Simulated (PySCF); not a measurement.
## 19F chemical shifts

PySCF 2.14 calculation with NMR shieldings at PBE0/pcSseg-1/GIAO and structure optimised with GFN2-xTB; isolated molecule, averaged over atoms made equivalent by symmetry, fast rotation or ring inversion, no relativistic terms, single conformer.

Shieldings were converted by a linear fit to measured shifts: 19F: δ = 146.13 − 0.903σ +14.6 on sp3 carbon (rms 6.0 ppm, 223 shifts, 7.0 ppm with the 5 outliers that the fit left out vs CFCl3, solution or neat liquid). Occasional misses reach two or three times the rms, and more in compound classes unlike the fitted ones.

**Question.** Give the 19F shifts of `FCc1c(F)cnn1[SiH3]`, `FC(F)(F)[Si@@H]1CC[C@H](Cl)C1`, `C/C=C(/CCl)[SiH2]C(F)(F)F`, `C/C=C(/Cl)C[SiH2]C(F)(F)F`, `FC(F)(F)CC1(Cl)C[SiH2]C1`, `C/C(=C\Cl)[C@@H]([SiH3])C(F)(F)F`, `C[C@@H](F)/C=C\[C@@H](F)C(F)F`.

**Answer.** 
```tsv
compound	environment	δ (ppm)
[F:1][CH2:2][c:3]1[c:4]([F:5])[cH:6][n:7][n:8]1[SiH3:9]	F5: aryl fluorine	-178.5
[F:1][CH2:2][c:3]1[c:4]([F:5])[cH:6][n:7][n:8]1[SiH3:9]	F1: fluorine on an sp3 carbon	-222.4
FC(F)(F)[Si@@H]1CC[C@H](Cl)C1	fluorine of a CF3 group (×3)	-58.1
C/C=C(/CCl)[SiH2]C(F)(F)F	fluorine of a CF3 group (×3)	-57.5
C/C=C(/Cl)C[SiH2]C(F)(F)F	fluorine of a CF3 group (×3)	-59.5
FC(F)(F)CC1(Cl)C[SiH2]C1	fluorine of a CF3 group (×3)	-62.9
C/C(=C\Cl)[C@@H]([SiH3])C(F)(F)F	fluorine of a CF3 group (×3)	-61.5
[CH3:1][C@@H:2]([F:3])/[CH:4]=[CH:5]\[C@@H:6]([F:7])[CH:8]([F:9])[F:10]	F9: fluorine of a CF2 group	-122.9
[CH3:1][C@@H:2]([F:3])/[CH:4]=[CH:5]\[C@@H:6]([F:7])[CH:8]([F:9])[F:10]	F10: fluorine of a CF2 group	-130.5
[CH3:1][C@@H:2]([F:3])/[CH:4]=[CH:5]\[C@@H:6]([F:7])[CH:8]([F:9])[F:10]	F3: fluorine on an sp3 carbon	-188.1
[CH3:1][C@@H:2]([F:3])/[CH:4]=[CH:5]\[C@@H:6]([F:7])[CH:8]([F:9])[F:10]	F7: fluorine on an sp3 carbon	-199.7
```
